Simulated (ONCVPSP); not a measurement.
Plane-wave convergence, ONCV potential for Cs

ONCVPSP 4.0.1 input, shortened (lines: element, Z, core and valence counts, functional; n l f; lmax; l rc ep ncon nbas qcut; lloc lpopt rc5 dvloc0; l nproj debl; icmod fcfact rcfact), Wu-Cohen, scalar-relativistic:

```
  Cs 55.00    9    3  -118130      upf
    1    0    2.00
    2    0    2.00
    2    1    6.00
    3    0    2.00
    3    1    6.00
    3    2   10.00
    4    0    2.00
    4    1    6.00
    4    2   10.00
    5    0    2.00
    5    1    6.00
    6    1    1.00
    2
    0    1.95    0.00    3    7    2.80
    1    3.35    0.00    4    8    4.00
    2    2.55    0.42    3    6    4.10
    4    5    1.35    3.00
    0    3    2.00
    1    2    2.10
    2    1    1.20
    0    0.00    0.00
```

In the d channel the program set the typed energies aside and used 0.050 Ha.

Q: For each optimised wave give the share of its norm inside rc, the residual kinetic energy above qcut (Ha) and the cutoffs (Ha) for errors of 10, 1, 0.1 and 0.01 mHa per electron.

A:

```json
{"wave": "5s", "norm inside rc": "0.685", "residual KE": "1.9e-02", "10 mHa": "6.1", "1 mHa": "34.6", "0.1 mHa": "67.3", "0.01 mHa": "not reached"}
{"wave": "s projector 2", "norm inside rc": "0.072", "residual KE": "2.9e-02", "10 mHa": "5.3", "1 mHa": "14.9", "0.1 mHa": "38.9", "0.01 mHa": "47.6"}
{"wave": "s projector 3", "norm inside rc": "0.133", "residual KE": "1.7e-01", "10 mHa": "13.1", "1 mHa": "27.4", "0.1 mHa": "58.8", "0.01 mHa": "84.7"}
{"wave": "5p", "norm inside rc": "0.941", "residual KE": "2.8e-07", "10 mHa": "2.9", "1 mHa": "3.9", "0.1 mHa": "4.8", "0.01 mHa": "5.5"}
{"wave": "6p", "norm inside rc": "0.023", "residual KE": "5.6e-06", "10 mHa": "1.4", "1 mHa": "2.6", "0.1 mHa": "3.8", "0.01 mHa": "6.0"}
{"wave": "d projector 1", "norm inside rc": "0.423", "residual KE": "2.7e-06", "10 mHa": "3.2", "1 mHa": "4.5", "0.1 mHa": "5.5", "0.01 mHa": "7.0"}
```

The occupied waves need 35 Ha and 67 Ha for 1 and 0.1 mHa.
